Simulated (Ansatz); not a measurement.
`C[O][Ge]([F])([F])[SeH]`, charge 0, multiplicity 1.

(1) Give a relaxed structure at PBE0-D4/def2-TZVP (Ansatz 0.2.0). (Best estimate.)

## Answers

(1) Ansatz gave: 
Z-matrix (Å, degrees):
```
C
O 1 1.419
H 1 1.090 2 107.1
H 1 1.095 2 112.0 3 -119.0
H 1 1.094 2 111.2 3 118.9
Ge 2 1.740 1 120.6 3 170.6
F 6 1.711 2 104.2 1 175.4
F 6 1.723 2 110.6 1 62.7
Se 6 2.318 2 114.4 1 -60.1
H 9 1.469 6 89.6 2 142.4
```
This is one stationary point; other conformers may exist.
